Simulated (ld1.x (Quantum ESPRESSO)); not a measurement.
## Pb (Z = 82), TM: configuration errors across variants

* Element: Pb (Z = 82)
* Generator: ld1.x (Quantum ESPRESSO) 7.5
* Type: norm-conserving Troullier–Martins (Kleinman–Bylander form)
* Functional: PBEsol
* Relativity: fully relativistic
* Frozen core: [Xe] 4f14 5d10
* Valence charge: 4
* Reference configuration: 6s2 6p2
* Partial waves: 6s (bound): rc 2.00 bohr; 6p (bound): rc 2.55 bohr
* Local potential: the p channel
* Core correction: none

Open shells are filled in proportion to 2j + 1 (rel_dist='average').

All-electron excitation energies from the reference (eV): (1) 6s2 6p1 6.721; (2) 6s2 6p0 20.330; (3) 6s1 6p0 52.805; (4) 6s2 6p2.3 -0.837; (5) 6s1 6p2 16.122; (6) 6s2 6p1.5 2.560; (7) 6s0 6p4 17.546.

2 further variants failed, have other tests or another functional or relativity, and are left out.

The file “base” misses its own reference levels by 1.1 eV. The file “wave 6s (bound): rc 2.00 bohr becomes 6s (bound): rc 3.06 bohr” misses its own reference levels by 1.1 eV. The file “type RRKJ; rho0 0.01” misses its own reference levels by 1.1 eV.

Errors AE − PS in meV (a dash: test not solved or not reliable):

```csv
change,(1),(2),(3),(4),(5),(6),(7),bound ghosts
base,+92,+215,+284,-28,+2.1,+45,-123,none
local potential all-electron potential smoothed inside 2.00 bohr (lloc = -2),0.0,+19,+73,-0.1,+4.1,-0.1,+69,none
wave 6s (bound): rc 2.00 bohr becomes 6s (bound): rc 3.06 bohr,+93,+226,+220,-28,-43,+45,-228,none
type RRKJ; rho0 0.01,+92,+214,+285,-28,+4.9,+45,-110,none
```

Problem. Give the same row for: all radii scaled by about 0.85 (s 1.70, p 2.16 bohr).

Solution. +122, +297, +400, -33, +7.3, +58, -169; bound ghosts: none.
